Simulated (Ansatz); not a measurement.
Species: GaH, net charge 1, doublet state. 
Structure (B3LYP-D3(BJ)/def2-TZVP (Ansatz, a program for electronic structure) minimum search):
```
Ga
H 1 1.6902
```
Charge +1, spin multiplicity 2.

Basis-set convergence of Hartree-Fock and MP2 correlation energies (hartree) with Ansatz. Valence correlation only, unless marked. Open shells are spin-unrestricted. Spin-orbit coupling is left out. Frozen are the shells of the preceding noble gas and the d and f shells that filled before the atom's block. Non-relativistic.

| basis | functions | E(HF) | E(corr, MP2) |
|---|---|---|---|
| cc-pVDZ | 32 | -1923.49521 | -0.02679 |
| cc-pVTZ | 57 | -1923.56617 | -0.03137 |
| cc-pVQZ | 98 | -1923.56879 | -0.03365 |
| cc-pV5Z | 159 | -1923.56908 | -0.03444 |

Extrapolating the two largest sets (X = 4 and 5) as X^-3: E(corr) = (125·(-0.03444) - 64·(-0.03365))/61 = -0.0353 Eh, an estimate of the basis-set limit. The largest set recovers 97.6 % of it, the smallest 76.0 %.
